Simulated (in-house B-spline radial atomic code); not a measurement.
A fraction x of an electron is moved 3d → 4f in Pd+, starting from [Kr] 4d9 and keeping the highest spin. All numbers are computed (scalar-relativistic (X2C) TPSS, spin-polarised, spherical fractional occupations; Fermi nucleus of rms radius 4.5318 fm) with a B-spline radial code for spherical atoms, not measured.

```
    x  E(x) - E(0) (eV)  3d down level (eV)  4f up level (eV)
    0            0.0000            -336.420                 -
0.125           42.1288            -340.371            -1.545
 0.25           84.7145            -344.325            -1.765
0.375          127.7709            -348.285            -1.937
  0.5          171.3029            -352.257            -2.088
0.625                 ?                   ?                 ?
 0.75          259.8082            -360.243            -2.356
0.875                 ?                   ?                 ?
    1          350.2514            -368.252            -2.586
```

(1) What belongs in the row x = 0.625?

(2) What belongs in the row x = 0.875?

(3) Check Janak's theorem between x = 0.125 and 0.25.

Answers

(1) An energy change of 215.3144 eV; 3d down at -356.245 eV, 4f up at -2.227 eV.

(2) An energy change of 304.7867 eV; 3d down at -364.246 eV, 4f up at -2.475 eV.

(3) The slope of the energy is 340.69 eV; the orbital levels give 340.69 eV (ε of the receiving orbital less ε of the emptying one, averaged over the two points).
